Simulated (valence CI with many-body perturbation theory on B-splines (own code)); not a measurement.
## Eu³¹⁺: electric-dipole lines

Computed by valence CI with perturbative core correlation (CI+MBPT): four valence electrons over a frozen Dirac-Fock core [Ar] 3d10, radial functions for each j: 11 s, 11 p, 10 d, 8 f, 5 g, 2 h, with the one-electron correlation potential Σ1, the two-electron term Σ2, the three-electron term Σ3, Breit, model QED; selected CI, second order for the rest, scaled by the run's own slope (own B-spline code, finite nucleus).

No measured spectrum was set against this ion. As an estimate, large intervals hold to a few tenths of a per cent, small ones and those within an open d or f shell to about a per cent. Among the levels kept, up to 380 cm⁻¹ of a level comes from second order outside the variational space, and about a tenth of that is noise between levels of different J, which matters for small intervals.

Lines 201 to 250 of 573 in falling wavelength, among levels below 3309.4 × 10³ cm⁻¹, chosen from the strongest by gf and those to the six lowest levels. Wavelengths and rates use the calculated energies. Electric multipoles are in the length gauge, E1 and E2 with the static RPA response of the core. Weak lines are less certain than strong ones. Lines between different terms over intervals too small for the method are left out, as are lines whose strength nearly cancels. Where a level lies close to another of its J and parity, the split of strength between their lines is uncertain. The highest levels of a list are the least certain.

Levels are named by their leading jj configuration (3d3/2^4 stands for four electrons in 3d with j = 3/2), which in mixed levels can hold well under half, so a name can repeat and another be missing. Letters in brackets count levels of one name in rising energy.

```
λ vac (nm)                           Upper                           Lower   A (s⁻¹)  log gf  Branch %
     9.766  (4s 4p1/2 4p3/2 4d5/2) J=3 [b]          (4s 4p1/2 4p3/2^2) J=3  7.80e+10   -0.11      43.2
     9.761   (4p1/2 4p3/2^2 4d5/2) J=2 [c]  (4s 4p1/2 4p3/2 4d3/2) J=3 [b]  4.62e+10   -0.48      15.3
     9.753       (4p1/2^2 4p3/2 4d5/2) J=3           (4p1/2^2 4p3/2^2) J=2  2.92e+10   -0.54      14.1
     9.740  (4s 4p1/2 4p3/2 4d5/2) J=3 [a]      (4s 4p1/2 4p3/2^2) J=2 [a]  4.40e+10   -0.36      11.3
     9.738  (4s 4p1/2 4p3/2 4d5/2) J=2 [c]      (4s 4p1/2 4p3/2^2) J=2 [b]  8.69e+10   -0.21      23.9
     9.734      (4s 4p1/2 4d5/2^2) J=4 [a]      (4s 4p1/2 4p3/2 4d5/2) J=5  2.58e+10   -0.48      11.2
     9.729   (4p1/2 4p3/2^2 4d5/2) J=3 [c]  (4s 4p1/2 4p3/2 4d5/2) J=3 [b]  2.17e+10   -0.67       7.8
     9.715      (4s^2 4d3/2 4d5/2) J=1 [b]          (4s^2 4p3/2 4d5/2) J=2  9.32e+10   -0.40      11.7
     9.708  (4s 4p1/2 4p3/2 4f5/2) J=1 [b]  (4s 4p1/2 4p3/2 4d5/2) J=2 [b]  4.82e+10   -0.69      14.8
     9.707      (4s 4p1/2 4d5/2^2) J=3 [b]  (4s 4p1/2 4p3/2 4d5/2) J=3 [c]  5.48e+10   -0.27      13.5
     9.696       (4p1/2^2 4p3/2 4d5/2) J=1           (4p1/2^2 4p3/2^2) J=0  1.04e+11   -0.36      41.7
     9.689      (4s 4p3/2^2 4d5/2) J=2 [d]          (4s^2 4p3/2 4d3/2) J=2  3.17e+10   -0.65       8.2
     9.687          (4s 4p1/2^2 4d5/2) J=2          (4s 4p1/2^2 4p3/2) J=1  1.66e+11    0.07      84.4
     9.687   (4p1/2 4p3/2^2 4d3/2) J=3 [a]          (4s 4p1/2^2 4d5/2) J=2  2.19e+10   -0.67      14.3
     9.686          (4s^2 4p3/2 4f5/2) J=3          (4s^2 4p3/2 4d5/2) J=3  2.64e+10   -0.58       3.3
     9.682   (4p1/2 4p3/2^2 4d5/2) J=2 [a]  (4s 4p1/2 4p3/2 4d5/2) J=2 [a]  4.13e+10   -0.54      16.1
     9.667          (4s 4p1/2^2 4d5/2) J=3          (4s 4p1/2^2 4p3/2) J=2  8.78e+10   -0.06      89.3
     9.664  (4s 4p1/2 4p3/2 4f5/2) J=1 [b]  (4s 4p1/2 4p3/2 4d3/2) J=1 [c]  5.09e+10   -0.67      15.7
     9.657  (4s 4p1/2 4p3/2 4d5/2) J=2 [d]      (4s 4p1/2 4p3/2^2) J=2 [b]  1.06e+11   -0.13      29.0
     9.650              (4s^2 4d5/2^2) J=2          (4s^2 4p3/2 4d5/2) J=3  2.04e+11    0.15      28.2
     9.642       (4p1/2 4p3/2^2 4d5/2) J=0             (4p1/2 4p3/2^3) J=1  2.12e+11   -0.53      75.8
     9.641  (4s 4p1/2 4p3/2 4d3/2) J=1 [d]          (4s^2 4p1/2 4d3/2) J=2  6.31e+10   -0.58      12.1
     9.640      (4s 4p1/2 4p3/2 4d5/2) J=0      (4s 4p1/2 4p3/2^2) J=1 [b]  2.59e+11   -0.44      61.6
     9.630          (4s^2 4d3/2 4d5/2) J=3          (4s^2 4p3/2 4d3/2) J=3  4.77e+10   -0.33       8.2
     9.629      (4s 4p3/2^2 4d5/2) J=3 [a]                (4s 4p3/2^3) J=2  3.80e+10   -0.43      11.8
     9.624          (4s^2 4p1/2 4d3/2) J=1          (4s^2 4p1/2 4p3/2) J=2  4.06e+10   -0.77       6.4
     9.623          (4s^2 4p1/2 4d5/2) J=3          (4s^2 4p1/2 4p3/2) J=2  1.32e+11    0.11      98.9
     9.617  (4s 4p1/2 4p3/2 4d5/2) J=2 [d]      (4s 4p1/2 4p3/2^2) J=1 [b]  2.46e+10   -0.77       6.7
     9.611          (4s^2 4p3/2 4f5/2) J=4          (4s^2 4p3/2 4d5/2) J=3  6.25e+10   -0.11       8.5
     9.606      (4s 4p1/2 4p3/2 4f7/2) J=4  (4s 4p1/2 4p3/2 4d5/2) J=4 [b]  4.76e+10   -0.23      20.4
     9.602  (4s 4p1/2 4d3/2 4d5/2) J=2 [c]  (4s 4p1/2 4p3/2 4d3/2) J=1 [b]  5.20e+10   -0.44       8.8
     9.589                (4s 4p3/2^3) J=1              (4s^2 4p3/2^2) J=2  2.81e+11    0.06      62.0
     9.588      (4s 4p1/2 4d5/2^2) J=4 [b]  (4s 4p1/2 4p3/2 4d5/2) J=4 [c]  1.35e+11    0.23      56.8
     9.579  (4s 4p1/2 4d3/2 4d5/2) J=3 [d]  (4s 4p1/2 4p3/2 4d5/2) J=3 [a]  2.71e+10   -0.58       5.1
     9.578      (4s 4p3/2^2 4d3/2) J=1 [b]                (4s 4p3/2^3) J=2  7.81e+10   -0.49      14.3
     9.558  (4s 4p1/2 4d3/2 4d5/2) J=2 [c]  (4s 4p1/2 4p3/2 4d3/2) J=2 [b]  3.57e+10   -0.61       6.0
     9.545      (4s 4p3/2^2 4d5/2) J=2 [c]          (4s^2 4p3/2 4d3/2) J=1  4.38e+10   -0.52       7.2
     9.541  (4s 4p1/2 4p3/2 4f5/2) J=2 [b]  (4s 4p1/2 4p3/2 4d3/2) J=1 [b]  2.52e+10   -0.76       6.0
     9.524          (4s^2 4d3/2 4d5/2) J=4          (4s^2 4p3/2 4d3/2) J=3  1.54e+10   -0.72       6.6
     9.516      (4s 4p3/2^2 4d5/2) J=2 [e]                (4s 4p3/2^3) J=1  2.91e+10   -0.70       4.0
     9.512      (4s 4p1/2 4d5/2^2) J=3 [a]  (4s 4p1/2 4p3/2 4d5/2) J=3 [b]  4.27e+10   -0.39      14.5
     9.510  (4s 4p1/2 4d3/2 4d5/2) J=3 [b]  (4s 4p1/2 4p3/2 4d3/2) J=3 [a]  5.26e+10   -0.30      16.0
     9.508          (4s 4p1/2 4d5/2^2) J=2  (4s 4p1/2 4p3/2 4d5/2) J=3 [b]  5.29e+10   -0.45      14.8
     9.506          (4s^2 4d3/2 4d5/2) J=3          (4s^2 4p3/2 4d5/2) J=4  4.66e+10   -0.35       8.0
     9.496   (4p1/2 4p3/2^2 4d5/2) J=2 [c]  (4s 4p1/2 4p3/2 4d5/2) J=2 [a]  6.90e+10   -0.33      22.8
     9.487      (4s 4p1/2 4p3/2 4f7/2) J=3  (4s 4p1/2 4p3/2 4d5/2) J=3 [c]  4.45e+10   -0.38      11.3
     9.484   (4p1/2 4p3/2^2 4d5/2) J=4 [b]  (4s 4p1/2 4p3/2 4d3/2) J=3 [a]  3.04e+10   -0.43      17.8
     9.476  (4s 4p1/2 4d3/2 4d5/2) J=3 [c]             (4p1/2 4p3/2^3) J=2  1.25e+11    0.07      51.5
     9.468          (4s^2 4p1/2 4d5/2) J=2          (4s^2 4p1/2 4p3/2) J=2  1.11e+11   -0.13      32.5
     9.468   (4p1/2 4p3/2^2 4d5/2) J=2 [a]             (4p1/2 4p3/2^3) J=1  2.63e+10   -0.75      10.2
```
